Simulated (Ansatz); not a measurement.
Molecule: C3H10Sn, net charge 0, singlet state. 
Geometry from a B3LYP-D3(BJ)/def2-TZVP (Ansatz, a first-principles code) optimisation:
SMILES: [CH3][SnH]([CH3])[CH3]
```xyz
14

C      1.9024    -0.3181    -0.8192
Sn     0.0306    -0.0550     0.2329
C     -1.4696    -1.3580    -0.6224
C     -0.6142     2.0026     0.0590
H      1.7709    -0.0710    -1.8724
H      2.2379    -1.3515    -0.7393
H      2.6668     0.3337    -0.3976
H      0.2489    -0.4481     1.8973
H     -2.4180    -1.2345    -0.1009
H     -1.1561    -2.3982    -0.5412
H     -1.6123    -1.1144    -1.6750
H     -0.7540     2.2574    -0.9913
H      0.1337     2.6696     0.4864
H     -1.5570     2.1481     0.5850
```

Property: atomisation energy (electronic, to ground-state atoms), in kJ/mol. Correlated levels leave the core frozen unless marked. UHF or UKS for open shells. Spin-orbit coupling is left out. Frozen are the shells of the preceding noble gas and the d and f shells that filled before the atom's block. In def2 rows, elements after Kr have scalar-relativistic effective core potentials. STO-3G rows are all-electron and non-relativistic. The coupled-cluster limit lacks core correlation, which all-electron functionals hold. Basis-set limits of correlation are two-point, X^-3; Hartree-Fock from the larger set.

```tsv
level	program	atomisation energy (kJ/mol)
PBE/def2-TZVPD	Ansatz	4863.8
PBE-D3(BJ)/def2-TZVPD	Ansatz + dftd3	4889.5
BLYP-D3(BJ)/def2-TZVPD	Ansatz + dftd3	___
revPBE-D3(BJ)/def2-TZVPD	Ansatz + dftd3	___
PBE0/STO-3G	Ansatz	6279.3
PBE0-D3(BJ)/def2-TZVPD	Ansatz + dftd3	4854.0
PBE0/def2-TZVP	Ansatz	4829.8
BHLYP-D3(BJ)/def2-TZVPD	Ansatz + dftd3	4773.5
r2SCANh/def2-TZVPD	Ansatz	4830.7
r2SCAN0/def2-TZVPD	Ansatz	4810.2
LC-wPBE-D4/def2-TZVPD	Ansatz + dftd4	4856.8
B2PLYP/def2-TZVPD	Ansatz	4779.0
RPA@PBE/def2-QZVPP	Ansatz	___
SCS-MP2/STO-3G	Ansatz	5503.1
SCS-MP2/def2-SVP	Ansatz	4602.0
SCS-MP2/def2-SVPD	Ansatz	4648.3
SCS-MP2/def2-QZVPP	Ansatz	4845.0
CCSD(T)/CBS(def2-TZVPPD,def2-QZVPPD)	Ansatz	4853.9
```

**Question.** Some entries are withheld; supply them.

**Answer.** 
- BLYP-D3(BJ)/def2-TZVPD, atomisation energy (kJ/mol): 4814.1
- revPBE-D3(BJ)/def2-TZVPD, atomisation energy (kJ/mol): 4786.2
- RPA@PBE/def2-QZVPP, atomisation energy (kJ/mol): 4630.0
